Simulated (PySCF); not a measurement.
ClGa, charge +1, doublet, at a GFN2-xTB geometry (such geometries of metal compounds can be far from the true shape) (a state made from the parent by changing its charge; the spin is typed, not shown lowest); HF/6-31G* in PySCF.

Input for PySCF:
```python
from pyscf import gto, scf

mol = gto.Mole()
mol.atom = '''
    Ga   -0.00000000   -0.00000000   -0.77079887
    Cl    0.00000000    0.00000000    1.40557440
'''
mol.basis = '6-31g*'
mol.charge = 1
mol.spin = 1
mol.verbose = 4
mol.build()

mf = scf.UHF(mol)
mf.kernel()
```

Task: Predict the main parts of the log of this PySCF run.

Result: 
```
PySCF version 2.14.0

[INPUT] verbose = 4
[INPUT] num. atoms = 2
[INPUT] num. electrons = 47
[INPUT] charge = 1
[INPUT] spin (= nelec alpha-beta = 2S) = 1
[INPUT] symmetry False subgroup None
[INPUT] Mole.unit = angstrom
[INPUT] Symbol           X                Y                Z      unit          X                Y                Z       unit  Magmom
[INPUT]  1 Ga     0.000000000000   0.000000000000  -0.770798870000 AA    0.000000000000   0.000000000000  -1.456598761424 Bohr   0.0
[INPUT]  2 Cl     0.000000000000   0.000000000000   1.405574400000 AA    0.000000000000   0.000000000000   2.656150663700 Bohr   0.0

nuclear repulsion = 128.138125016965
number of shells = 20
number of NR pGTOs = 146
number of NR cGTOs = 50
basis = 6-31g*
ecp = {}

******** <class 'pyscf.scf.uhf.UHF'> ********
method = UHF
initial guess = minao
damping factor = 0
level_shift factor = 0
DIIS = <class 'pyscf.scf.diis.CDIIS'>
diis_start_cycle = 1
diis_space = 8
diis_damp = 0
SCF conv_tol = 1e-09
SCF conv_tol_grad = None
SCF max_cycles = 50
direct_scf = True
direct_scf_tol = 1e-13
number electrons alpha = 24  beta = 23
Set gradient conv threshold to 3.16228e-05
init E= -2381.91774244853

cycle= 1 E= -2382.13353956801  delta_E= -0.216  |g|= 0.25  |ddm|= 1.17
cycle= 2 E= -2382.18075422156  delta_E= -0.0472  |g|= 0.165  |ddm|= 0.708
cycle= 3 E= -2382.1909543155  delta_E= -0.0102  |g|= 0.0328  |ddm|= 0.145
cycle= 4 E= -2382.19263406304  delta_E= -0.00168  |g|= 0.0139  |ddm|= 0.104
cycle= 5 E= -2382.19299684899  delta_E= -0.000363  |g|= 0.00465  |ddm|= 0.0554
cycle= 6 E= -2382.19303478856  delta_E= -3.79e-05  |g|= 0.00112  |ddm|= 0.0183
cycle= 7 E= -2382.1930369052  delta_E= -2.12e-06  |g|= 0.000392  |ddm|= 0.00384
cycle= 8 E= -2382.19303724922  delta_E= -3.44e-07  |g|= 0.000134  |ddm|= 0.00151
cycle= 9 E= -2382.19303730463  delta_E= -5.54e-08  |g|= 4.41e-05  |ddm|= 0.000538
cycle= 10 E= -2382.19303731084  delta_E= -6.21e-09  |g|= 1.91e-05  |ddm|= 0.000177
cycle= 11 E= -2382.19303731218  delta_E= -1.33e-09  |g|= 9.13e-06  |ddm|= 9.45e-05
cycle= 12 E= -2382.19303731262  delta_E= -4.37e-10  |g|= 4.24e-06  |ddm|= 6.93e-05
Extra cycle  E= -2382.19303731266  delta_E= -4e-11  |g|= 3.03e-06  |ddm|= 1.25e-05
converged SCF energy = -2382.19303731266  <S^2> = 0.77503312  2S+1 = 2.0248784
```
